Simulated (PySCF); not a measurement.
# Ionising SnC

PBE; basis Sn x2c-SVPall, C x2c-SVPall; spin-free X2C with a Gaussian nucleus; PySCF 2.14. Neutral (UKS): triplet (σ ↑, π ↑), Re = 2.023 Å, ωe = 672 cm⁻¹, De = 3.64 eV, HOMO -4.78 eV, LUMO -4.53 eV.

SnC⁺ (UKS): quartet (σ ↑, π ↑↑), Re = 2.150 Å, ωe = 564 cm⁻¹, De = 3.14 eV to Sn⁺ + C. The energies at the minima are -6213.26605 hartree for SnC and -6212.98081 for SnC⁺.

Task: Work out the adiabatic ionisation energy, without and with harmonic zero-point energies (1 hartree = 27.2114 eV, 1 eV = 8065.5 cm⁻¹), and the change of the bond length.

Result: At PBE: 0.28524 hartree = 7.762 eV between the minima; the zero-point term (564.0 − 672.0)/2 cm⁻¹ = -0.007 eV makes it 7.755 eV. Re changes by +12.7 pm against the neutral. The electron leaves a π orbital, and the longer bond of the ion fits a bonding orbital, or a change in how ionic the bond is.

These are scalar-relativistic numbers at best; spin–orbit coupling would shift them, the dissociation energy most. For an ion De counts to the pair picked by the measured ionisation energies or electron affinities, which need not be the lowest pair at this level. States were picked by a PBE0 search and need not be the measured ground states.
